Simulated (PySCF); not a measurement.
**Partial charges of `CO[SiH2]OCC(=O)OC`**

Compound: C₄H₁₀O₄Si.
SMILES with atom numbers: `[CH3:1][O:2][SiH2:3][O:4][CH2:5][C:6](=[O:7])[O:8][CH3:9]` (hydrogens: H10, H11, H12 on C1; H13, H14 on Si3; H15, H16 on C5; H17, H18, H19 on C9)

Cartesian coordinates in Å at the GFN2-xTB level; atoms count from 1:
```
atom  x, y, z in Å
C1     2.3335   -0.7436    0.9531
O2     2.1583    0.5403    0.4192
Si3    1.9936    1.0672   -1.0974
O4     0.6762    0.6417   -1.9637
C5    -0.6624    0.8177   -1.6648
C6    -1.1615   -0.1745   -0.6265
O7    -0.5577   -1.1338   -0.2325
O8    -2.3879    0.1580   -0.2133
C9    -2.9816   -0.7116    0.7457
H10    3.2415   -1.2016    0.5552
H11    2.4255   -0.6441    2.0361
H12    1.4783   -1.3773    0.7142
H13    1.9797    2.4902   -0.7818
H14    2.9718    0.5584   -2.0444
H15   -1.2434    0.6586   -2.5823
H16   -0.8694    1.8307   -1.2992
H17   -2.3593   -0.7688    1.6409
H18   -3.9526   -0.2838    0.9799
H19   -3.0923   -1.7142    0.3286
```

Density: PBE0/pcSseg-1 (PySCF); schemes: Mulliken, IAO, Hirshfeld and ESP-fitted. Isolated species at its GFN2-xTB geometry (one conformer only).

At which atom do the 4 schemes differ most?

At Si3: from +0.430 (Hirshfeld) to +1.184 e (IAO), 0.754 e apart.

For which atoms does the sign change between the 4 schemes (beyond +0.03 e in one, beyond −0.03 e in another)?

C5.

Do the Mulliken, IAO, Hirshfeld and ESP-fitted schemes agree on where the charge is highest?

The schemes don't all agree: Mulliken Si3 (+0.999); IAO Si3 (+1.184); Hirshfeld Si3 (+0.430); ESP-fitted C6 (+0.893).

Tabulate the Mulliken, IAO, Hirshfeld and ESP-fitted charges.

In e:

```json
{"atom": "C1", "environment": "methoxy carbon", "Mulliken": "-0.015", "IAO": "-0.203", "Hirshfeld": "-0.040", "ESP-fitted": "-0.076"}
{"atom": "O2", "environment": "silyl ether oxygen", "Mulliken": "-0.636", "IAO": "-0.638", "Hirshfeld": "-0.227", "ESP-fitted": "-0.411"}
{"atom": "Si3", "environment": "oxygen-bound silicon", "Mulliken": "+0.999", "IAO": "+1.184", "Hirshfeld": "+0.430", "ESP-fitted": "+0.742"}
{"atom": "O4", "environment": "silyl ether oxygen", "Mulliken": "-0.625", "IAO": "-0.628", "Hirshfeld": "-0.222", "ESP-fitted": "-0.372"}
{"atom": "C5", "environment": "sp3 carbon bound to oxygen", "Mulliken": "+0.134", "IAO": "-0.098", "Hirshfeld": "+0.003", "ESP-fitted": "-0.275"}
{"atom": "C6", "environment": "ester carbonyl carbon", "Mulliken": "+0.412", "IAO": "+0.509", "Hirshfeld": "+0.213", "ESP-fitted": "+0.893"}
{"atom": "O7", "environment": "ester carbonyl oxygen", "Mulliken": "-0.422", "IAO": "-0.454", "Hirshfeld": "-0.225", "ESP-fitted": "-0.543"}
{"atom": "O8", "environment": "ester single-bonded oxygen", "Mulliken": "-0.469", "IAO": "-0.342", "Hirshfeld": "-0.101", "ESP-fitted": "-0.440"}
{"atom": "C9", "environment": "methoxy carbon", "Mulliken": "-0.034", "IAO": "-0.214", "Hirshfeld": "-0.033", "ESP-fitted": "-0.115"}
{"atom": "H10", "environment": "methyl hydrogen", "Mulliken": "+0.092", "IAO": "+0.128", "Hirshfeld": "+0.040", "ESP-fitted": "+0.080"}
{"atom": "H11", "environment": "methyl hydrogen", "Mulliken": "+0.108", "IAO": "+0.148", "Hirshfeld": "+0.045", "ESP-fitted": "+0.088"}
{"atom": "H12", "environment": "methyl hydrogen", "Mulliken": "+0.133", "IAO": "+0.154", "Hirshfeld": "+0.028", "ESP-fitted": "+0.097"}
{"atom": "H13", "environment": "Si–H hydrogen", "Mulliken": "-0.170", "IAO": "-0.172", "Hirshfeld": "-0.091", "ESP-fitted": "-0.153"}
{"atom": "H14", "environment": "Si–H hydrogen", "Mulliken": "-0.164", "IAO": "-0.168", "Hirshfeld": "-0.085", "ESP-fitted": "-0.140"}
{"atom": "H15", "environment": "methylene hydrogen", "Mulliken": "+0.152", "IAO": "+0.173", "Hirshfeld": "+0.059", "ESP-fitted": "+0.148"}
{"atom": "H16", "environment": "methylene hydrogen", "Mulliken": "+0.128", "IAO": "+0.147", "Hirshfeld": "+0.048", "ESP-fitted": "+0.136"}
{"atom": "H17", "environment": "methyl hydrogen", "Mulliken": "+0.122", "IAO": "+0.154", "Hirshfeld": "+0.050", "ESP-fitted": "+0.108"}
{"atom": "H18", "environment": "methyl hydrogen", "Mulliken": "+0.130", "IAO": "+0.165", "Hirshfeld": "+0.058", "ESP-fitted": "+0.133"}
{"atom": "H19", "environment": "methyl hydrogen", "Mulliken": "+0.121", "IAO": "+0.153", "Hirshfeld": "+0.050", "ESP-fitted": "+0.100"}
```

Mean size of the charges over all atoms: IAO 0.307 e, Mulliken 0.267 e, ESP-fitted 0.266 e, Hirshfeld 0.108 e. Each set sums to the total charge, 0, to within 0.001 e. The Mulliken scheme counts on each atom the diagonal of the density matrix times the overlap matrix over that atom's basis functions.

How many electrons does the ESP-fitted scheme count on Si3?

Z − q = 14 − (+0.742) = 13.258.

How closely do the schemes follow one another over all atoms?

Correlation coefficient and root-mean-square difference: IAO with Hirshfeld 0.99, 0.259 e; Mulliken with Hirshfeld 0.98, 0.223 e; Mulliken with IAO 0.97, 0.100 e; Hirshfeld with ESP-fitted 0.92, 0.225 e; IAO with ESP-fitted 0.91, 0.171 e; Mulliken with ESP-fitted 0.88, 0.179 e.
